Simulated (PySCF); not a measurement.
Molfile (atoms numbered from 1):
```
C6H12F2
     RDKit          3D

 20 19  0  0  0  0  0  0  0  0999 V2000
    2.3085    0.1083   -0.2465 C   0  0  0  0  0  0  0  0  0  0  0  0
    1.0986    0.3042    0.6524 C   0  0  0  0  0  0  0  0  0  0  0  0
   -0.2419   -0.0942    0.0289 C   0  0  1  0  0  0  0  0  0  0  0  0
   -0.2837   -1.5675   -0.3641 C   0  0  0  0  0  0  0  0  0  0  0  0
   -1.3781    0.2787    0.9801 C   0  0  0  0  0  0  0  0  0  0  0  0
   -2.7602    0.1489    0.3985 C   0  0  0  0  0  0  0  0  0  0  0  0
   -2.8816    0.9384   -0.6981 F   0  0  0  0  0  0  0  0  0  0  0  0
   -3.6782    0.5639    1.3028 F   0  0  0  0  0  0  0  0  0  0  0  0
    3.2236    0.4840    0.2353 H   0  0  0  0  0  0  0  0  0  0  0  0
    2.4811   -0.9511   -0.4892 H   0  0  0  0  0  0  0  0  0  0  0  0
    2.1874    0.6516   -1.1978 H   0  0  0  0  0  0  0  0  0  0  0  0
    1.2356   -0.2589    1.5943 H   0  0  0  0  0  0  0  0  0  0  0  0
    1.0383    1.3663    0.9463 H   0  0  0  0  0  0  0  0  0  0  0  0
   -0.3772    0.5118   -0.8859 H   0  0  0  0  0  0  0  0  0  0  0  0
   -0.1476   -2.2138    0.5196 H   0  0  0  0  0  0  0  0  0  0  0  0
   -1.2373   -1.8440   -0.8385 H   0  0  0  0  0  0  0  0  0  0  0  0
    0.5096   -1.8152   -1.0838 H   0  0  0  0  0  0  0  0  0  0  0  0
   -1.2759    1.3301    1.2969 H   0  0  0  0  0  0  0  0  0  0  0  0
   -1.3354   -0.3365    1.8949 H   0  0  0  0  0  0  0  0  0  0  0  0
   -3.0271   -0.8796    0.0984 H   0  0  0  0  0  0  0  0  0  0  0  0
  1  2  1  0
  2  3  1  0
  3  4  1  0
  3  5  1  0
  5  6  1  0
  6  7  1  0
  6  8  1  0
  1  9  1  0
  1 10  1  0
  1 11  1  0
  2 12  1  0
  2 13  1  0
  3 14  1  6
  4 15  1  0
  4 16  1  0
  4 17  1  0
  5 18  1  0
  5 19  1  0
  6 20  1  0
M  END
```

Geometry: PBE0-D3(BJ)/def2-SVP; GIAO shifts from PySCF, gas phase, non-relativistic, averaged over equivalent atoms.

At PBE0/pcSseg-1 (196 basis functions, 27 s wall time on 1 thread of an Arm Neoverse V2, shared host):
```csv
atoms,δ (ppm)
C6,118.5
C5,45.4
C2,33.6
C3,30.9
C4,16.6
C1,13.5
F8,-135.3
F7,-138.3
H20,5.87
H18,1.63
H14,1.33
H13,1.30
H19,1.18
H9/H10/H11,1.01
H12,0.87
H15/H16/H17,0.86
```

Chemical shifts δ = σref − σ; ¹³C (184.41 ppm), ¹H (31.27 ppm) against TMS; ¹⁹F (177.25 ppm) against CFCl3, all at this level.

What do these become at HF/pcSseg-1?

## Answers


```tsv
atoms	δ at HF/pcSseg-1	change
C6	104.4	-14.1
C5	40.6	-4.8
C2	29.6	-4.0
C3	25.1	-5.8
C4	16.1	-0.5
C1	13.5	+0.0
F8	-103.9	+31.4
F7	-108.0	+30.3
H20	5.38	-0.49
H18	1.64	+0.01
H14	1.08	-0.25
H13	1.14	-0.16
H19	1.09	-0.09
H9/H10/H11	1.05	+0.04
H12	0.75	-0.12
H15/H16/H17	0.88	+0.02
```

Scale: TMS for ¹³C (190.85 ppm), ¹H (31.69 ppm); ¹⁹F (246.35 ppm) against CFCl3 (reference shieldings calculated alike).

The largest change is at F8 (fluorine of a CF2 group). Cost: 196 basis functions, 12 s wall time on 1 thread of an Arm Neoverse V2, shared host. The order of the carbon signals is the same at both levels.

Unscaled 19F shifts against computed CFCl3 carry errors that often reach 10 to 50 ppm.
